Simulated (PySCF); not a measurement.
Predicted microwave data (PySCF 2.14.0, PBE0-D3(BJ)/def2-SVP geometry optimisation, gas phase) for one isomer of C2H9PSi2:

```
Rotational constants : A = 4886, B = 900.8, C = 779.3 MHz
Dipole components    : |μa| = 0.28 D, |μb| = 0.53 D, |μc| = 0.56 D
Inertial defect      : -15.97 u·Å²
κ                    : -0.94
```

Question: Which structure is it? (One computed conformer of each.)
A. `[CH2:1]1[CH2:2][SiH2:3][PH:4][SiH2:5]1` with Si5–C1–C2–Si3 -51°, C1–C2–Si3–P4 41°, C2–Si3–P4–Si5 -14°, Si3–P4–Si5–C1 -9°
B. `[SiH3:1]/[CH:2]=[CH:3]/[SiH2:4][PH2:5]` with C2–C3–Si4–P5 -7°, C3–Si4–P5–H -83° and -177°

Answer: B. It is [SiH3]/C=C/[SiH2]P, a near-prolate asymmetric top. The candidates at the same level (rigid rotor, commonest isotopes):

| SMILES | A (MHz) | B (MHz) | C (MHz) | μa (D) | μb (D) | μc (D) | Δ (u·Å²) | point group | rotor |
| --- | --- | --- | --- | --- | --- | --- | --- | --- | --- |
| [SiH3]/C=C/[SiH2]P | 4886 | 900.8 | 779.3 | 0.28 | 0.53 | 0.56 | -15.97 | – | near-prolate asymmetric top |
| C1C[SiH2]P[SiH2]1 | 2797 | 2565 | 1455 | 0.06 | 1.95 | 0.60 | -30.42 | – | asymmetric top |

`C1C[SiH2]P[SiH2]1` has B 185 % too high. No structure here is proved a minimum.
